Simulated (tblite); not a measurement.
Compound: C6H4Cl2F (doublet state).
InChI=1S/C6H4Cl2F/c1-3-2-4(7)5(8)6(3)9/h2H,1H3

Structure optimised with GFN2-xTB, isolated species. This method treats the open shell by occupation alone, without spin polarisation.

Take the most abundant isotopes and a rigid rotor. 

Give the principal moments of inertia and the rotational constants in MHz.

Ia = 322.03, Ib = 510.96, Ic = 829.88 u·Å²; 505379 MHz·u·Å²/I gives A = 1569, B = 989.1, C = 609.0 MHz.

Classify the top.

An asymmetric top: κ = (2 × 989.1 − 1569 − 609.0)/(1569 − 609.0) = -0.21.

What does the inertial defect say?

Not planar: Δ = Ic − Ia − Ib = -3.11 u·Å². For a rigid frame Δ = −2 Σ m c², so Σ m c² = 1.55 u·Å² lies off the ab plane: 1.55 from hydrogen and 0.01 from heavier atoms. The atom farthest from that plane is 1.04 Å away.

Give the other two planar moments, Paa and Pbb, and the rms extents of the mass along the axes.

Paa = Σ m a² = (Ib + Ic − Ia)/2 = 509.41 and Pbb = Σ m b² = (Ia + Ic − Ib)/2 = 320.47 u·Å². With the mass M = 164.97 u, the rms extents √(P/M) along a, b and c are 1.76, 1.39, 0.10 Å.

Give the coordinates in the principal-axis frame, origin at the centre of mass.

The sense of each axis is arbitrary; atoms in the order of the calculation.
```
atom  mass (u)   a (Å)   b (Å)   c (Å)
  C1    12.000  -3.044  -1.358  -0.013
  C2    12.000  -1.642  -0.896   0.008
  C3    12.000  -0.478  -1.680   0.009
  C4    12.000   0.610  -0.829   0.003
 Cl5    34.969   2.243  -1.240  -0.001
  C6    12.000   0.132   0.547   0.000
 Cl7    34.969   1.143   1.913  -0.004
  C8    12.000  -1.232   0.474   0.003
  F9    18.998  -2.093   1.504   0.008
 H10     1.008  -3.125  -2.376   0.359
 H11     1.008  -3.675  -0.693   0.575
 H12     1.008  -3.424  -1.338  -1.038
 H13     1.008  -0.441  -2.751   0.014
```

For this open shell read J as N, the rotation without spin; fine and hyperfine splittings come on top. Its GFN2-xTB frequencies are all real (lowest 36 cm⁻¹). Zero-point vibration and centrifugal distortion are left out.

Time: 0.22 s wall. Hardware: Arm Neoverse V1, one thread, no GPU, on a shared host. That covers the optimisation of the geometry.

The numbers are calculated, not measured.
